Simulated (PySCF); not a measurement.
**Two-component Hartree-Fock for Ga²⁺ (gallium, charge +2)**

Start: [Ar] 3d10 4s1; 4s1/2 filled at m_j = +1/2. Calculated with PySCF 2.14 in x2c-TZVPPall-2c with one added diffuse shell each of s, p, d type (7s8p5d1f, 63 functions): generalised Hartree-Fock with the X2C-1e Hamiltonian and a Gaussian nucleus; spin-orbit coupling (SO) screened by Boettger's factors.

```
spinor shell  electrons  ε, screened SO (eV)  weight of nominal j (screened SO)  rms radius, screened SO (bohr)
       1s1/2          2             -10461.6                              1.000                          0.0560
       2s1/2          2              -1361.2                              1.000                           0.235
       2p1/2          2              -1202.1                              1.000                           0.209
       2p3/2          4              -1173.9                              1.000                           0.212
       3s1/2          2              -199.02                              1.000                           0.699
       3p1/2          2              -145.81                              1.000                           0.730
       3p3/2          4              -141.89                              1.000                           0.740
       3d3/2          4              -52.093                              0.991                           0.883
       3d5/2          6              -51.573                              0.994                           0.887
       4s1/2          1              -29.742                              1.000                            2.29
```

```tsv
quantity	screened SO
E (hartree)	-1941.30776
M_J	1/2
⟨J²⟩	0.751
⟨L²⟩	0.002
⟨S²⟩	0.752
```

Each row is a mean over spinors that exchange with the open shell spreads, by up to 0.471 eV (3s1/2).
